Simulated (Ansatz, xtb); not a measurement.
Reaction (SMILES): F[Si](F)(Cl)Cl [dichloro(difluoro)silane] + 4 [H][H] (H2) -> 2 Cl (HCl) + 2 F (HF) + [SiH4] (SiH4)
Each molecule is optimised on its own at B3LYP-D3(BJ)/def2-TZVP (Ansatz, a quantum-chemistry and plane-wave program).

Wanted: energy of full hydrogenation (electronic energy difference), in eV. Valence correlation only, unless marked. Spin-orbit coupling is left out. No relativistic terms. Basis-set limits of correlation are two-point, X^-3; Hartree-Fock from the larger set.

```tsv
level	program	energy of full hydrogenation (eV)
GFN1-xTB	xtb	(withheld)
r2SCAN-D4/def2-TZVPD	Ansatz + dftd4	4.37
B97M-V/def2-TZVPD	Ansatz	(withheld)
B3LYP-D4/def2-TZVPD	Ansatz + dftd4	4.07
PBE0-D4/def2-TZVPD	Ansatz + dftd4	(withheld)
HSE06/def2-TZVPD	Ansatz	(withheld)
CAM-B3LYP-D4/def2-TZVPD	Ansatz + dftd4	4.03
LC-wPBE/def2-TZVPD	Ansatz	3.85
wB97X-V/def2-TZVPD	Ansatz	4.03
B2GP-PLYP-D4/def2-TZVPD	Ansatz + dftd4	4.21
RPA@PBE/cc-pV(T+d)Z	Ansatz	3.86
CCSD(T) with core electrons (1s frozen past Ne)/cc-pwCVTZ	Ansatz	4.08
CCSD(T)/CBS(cc-pV(T+d)Z,cc-pV(Q+d)Z)	Ansatz	4.20
```

**Question.** What belongs in the gaps?

**Answer.** 
- GFN1-xTB, energy of full hydrogenation (eV): 4.64
- B97M-V/def2-TZVPD, energy of full hydrogenation (eV): 4.22
- PBE0-D4/def2-TZVPD, energy of full hydrogenation (eV): 3.90
- HSE06/def2-TZVPD, energy of full hydrogenation (eV): 3.80
